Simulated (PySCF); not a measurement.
Zn(I)(SiH3) (H3ISiZn), SMILES [SiH3][Zn][I]. Atoms are numbered in the order given.

```xyz
6

Zn     0.0000     0.0000     0.8792
I      0.0000     0.0000    -1.5618
Si     0.0000     0.0000     3.2228
H     -1.2094    -0.6983     3.7597
H      0.0000     1.3966     3.7597
H      1.2094    -0.6983     3.7597
```
Charge 0, spin multiplicity 1.

Coordinates come from a r2SCAN-D4/def2-SVP optimisation. The def2 effective core potentials stand for the cores of I; spin–orbit coupling is left out.

Calculation: ωB97X/def2-TZVPD (PySCF).

Computed frontier levels, gap, dipole moment and polarisability:
| Property | Value |
|---|---|
| highest occupied level | -9.82 eV |
| lowest empty level | 0.45 eV |
| orbital gap | 10.28 eV |
| dipole moment | 1.55 D |
| quadrupole, principal values (traceless, Buckingham form, about the centre of nuclear charge) | -4.04, 2.02, 2.02 D·Å |
| mean static polarisability | 96.7 bohr³ (14.34 Å³) |
| polarisability, principal values | 76.7, 76.7, 136.8 bohr³ |
